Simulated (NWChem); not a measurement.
# C3H5BFN; SMILES FB1C(CN1)=C

```xyz
11

C      1.2614    -1.7144     0.0000
C      0.3340    -0.7594     0.0000
C     -1.2058    -0.8395     0.0000
N     -1.2716     0.6408     0.0000
B      0.1291     0.7996     0.0000
F      0.8875     1.8941     0.0000
H      1.0114    -2.7748     0.0000
H      2.3220    -1.4728     0.0000
H     -1.6442    -1.3005    -0.8956
H     -1.6442    -1.3005     0.8956
H     -2.1140     1.1971     0.0000
```
Atoms are numbered in this order, from 1.

All runs: NWChem. Pople sets run with spherical d functions. Coordinates come from a B3LYP/6-31G* (spherical d) optimisation. B3LYP is NWChem's, with the RPA form of VWN correlation. Ions are spin-unrestricted doublets at the neutral geometry; other ion states weren't tried.

| level | vertical ionisation energy, ΔSCF (eV) | −ε(HOMO) (eV) | ΔSCF minus −ε(HOMO) (eV) |
|---|---|---|---|
| B3LYP/6-31+G* | ? | ? | ? |
| CAM-B3LYP/6-31+G* | 10.25 | 8.88 | 1.37 |
| BHandHLYP/6-31+G* | 9.56 | 8.57 | 0.99 |

### Question
Fill in the missing entries.

### Answer

- B3LYP/6-31+G*, vertical ionisation energy, ΔSCF (eV): 9.58
- B3LYP/6-31+G*, −ε(HOMO) (eV): 7.31
- B3LYP/6-31+G*, ΔSCF minus −ε(HOMO) (eV): 2.27
